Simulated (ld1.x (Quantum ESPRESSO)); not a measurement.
**hydrogen (H): one change to a PAW potential, before and after**

ld1.x (Quantum ESPRESSO) 7.5 input, shortened:

```
&input
   title='H', zed=1., rel=1, dft='PBE', iswitch=3,
   config='1s0.5'
 /
 &inputp
   pseudotype=3, lpaw=.true., tm=.true., lloc=-1, rcloc=0.75,
   nlcc=.false.,
   which_augfun='BESSEL', rmatch_augfun=0.75
 /
2
1S  1  0   0.50   0.00  0.70  0.80  0.0
1S  1  0   0.00  -0.20  0.70  0.80  0.0
 &test
   configts(1)='1s0.5'
 /
```

Change: waves 1s (bound): rcut 0.56, rcutus 0.60 bohr; 1s channel at -0.2 Ry: rcut 0.56, rcutus 0.60 bohr.

Cutoffs: the cutoffs (Ry, on a coarse ladder) from which the occupation-weighted sum of valence levels, in a spherical-Bessel basis at the reference potential, stays within 10 and 1 mRy of its value at 400 Ry; they do not see the model core or the augmentation charge, which bear on the density cutoff. Errors are all-electron minus pseudo energies relative to the spin-unpolarised reference configuration.

Task: Predict the effect on cutoff, ghosts and configuration errors.

Result: The potential gets harder (21 Ry and 45 Ry → 25 Ry and 70 Ry); neither file shows a bound ghost. A smaller radius makes the pseudo-wave follow the all-electron one further in, where it bends more sharply, so more plane waves are needed.

```csv
quantity,base,changed
"cutoff, loose",21 Ry,25 Ry
"cutoff, tight",45 Ry,70 Ry
bound ghosts,none,none
"error for 1s1, meV [ΔE -4.76 eV]",0.0,+0.1
lowest overlap eigenvalue by channel,s 0.99,s 0.99
```
